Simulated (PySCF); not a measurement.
Species: diboron tetrafluoride, B2F4.
Bonds: F1–B2, B2–F3, B2–B4, B4–F5, B4–F6.

Torsions of this conformer, `[F:1][B:2]([F:3])[B:4]([F:5])[F:6]`: F1–B2–B4–F5 58°.

The closed-shell ground state was solved at several levels (PySCF, density fitting, gas phase, non-relativistic). Isolated species at its PBE0-D3(BJ)/def2-SVP geometry, gas phase.

```tsv
level	basis functions	HOMO (eV)	LUMO (eV)	gap (eV)	dipole (D)
B3LYP/def2-SVPD	132	-9.98	-2.08	7.90	0.03
PBE0/pcSseg-1	102	-10.10	-1.67	8.43	0.03
PBE0/6-31+G*	108	-10.14	-1.76	8.38	0.03
PBE/pcSseg-2	216	-8.39	-2.71	5.68	0.03
wB97X-D/def2-SVPD	132	-12.16	0.17	12.33	0.03
PBE0/def2-TZVPD	234	-10.07	-1.73	8.34	0.03
PBE0/def2-SVPD	132	-10.21	-1.84	8.37	0.03
PBE0/aug-cc-pVDZ	138	-10.10	-1.77	8.33	0.03
HF/def2-SVPD	132	-14.42	1.89	16.31	0.04
B3LYP/pcJ-1	162	-9.86	-1.91	7.95	0.03
PBE/def2-SVPD	132	-8.50	-2.83	5.67	0.03
PBE0/aug-cc-pVTZ	276	-10.07	-1.73	8.34	0.03
```

Problem. What might LDA/def2-SVPD (132 basis functions) give for the same quantities?

Solution. HOMO -8.66 eV, LUMO -3.14 eV, gap 5.52 eV, dipole 0.03 D.

Problem. Over all these levels, which gives the widest orbital gap and which the narrowest?

Solution. HF/def2-SVPD (Hartree–Fock, all exact exchange) has the widest, 16.31 eV, and LDA/def2-SVPD (LDA) the narrowest, 5.52 eV. The two share the basis. From the narrowest to the widest the HOMO moves by -5.76 eV and the LUMO by +5.03 eV.

Problem. How much does the basis alone move the frontier levels among the 6 PBE0 rows?

Solution. The HOMO by 0.14 eV and the LUMO by 0.17 eV. By rising basis size (HOMO, LUMO in eV): pcSseg-1 -10.10, -1.67; 6-31+G* -10.14, -1.76; def2-SVPD -10.21, -1.84; aug-cc-pVDZ -10.10, -1.77; def2-TZVPD -10.07, -1.73; aug-cc-pVTZ -10.07, -1.73.

Problem. In the def2-SVPD basis, how does the gap go with the fixed share of exact exchange?

Solution. LDA (0 %) 5.52 eV; PBE (0 %) 5.67 eV; B3LYP (20 %) 7.90 eV; PBE0 (25 %) 8.37 eV; HF (100 %) 16.31 eV. Each rise in the share widens the gap here.

Problem. How far do the dipole and the HOMO energy spread over the levels?

Solution. The dipole runs from 0.03 to 0.04 D (mean 0.03 D) and the HOMO from -14.42 to -8.39 eV.
